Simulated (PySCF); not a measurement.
Si(F)2(GeH3)(OH) (F2GeH4OSi), SMILES O[Si](F)([GeH3])F.

Geometry: ωB97X-D3(BJ)/def2-SVP. This is a generated structure with no PubChem entry under its InChIKey; it may be hypothetical. The values are those of a single conformer.

Two levels are set side by side: TDDFT-PBE/def2-SVPD (PySCF) and TDDFT-ωB97X/def2-SVPD (PySCF). Vertical, same geometry. The lowest singlet is HOMO→LUMO 95 % with PBE and HOMO→LUMO+2 90 % with the other functional; states are paired by order. Differences are taken from unrounded values.

```
quantity                               TDDFT-ωB97X  TDDFT-PBE  TDDFT-PBE minus TDDFT-ωB97X
-------------------------------------  -----------  ---------  ---------------------------
lowest singlet excitation (eV)                8.27       7.09                        -1.18
lowest triplet excitation (TDA) (eV)          7.20       6.61                        -0.59
first bright state (f over 0.05) (eV)         8.59       7.09                        -1.51
its oscillator strength                       0.28       0.17                        -0.11
```

Functionals without exact exchange tend to place singlet excitations lower, as here. Differences between two approximate levels are no errors against the true value.

Rough cost on one machine, each run with all the roots and properties that it gave: TDDFT-ωB97X against TDDFT-PBE about 9 times.
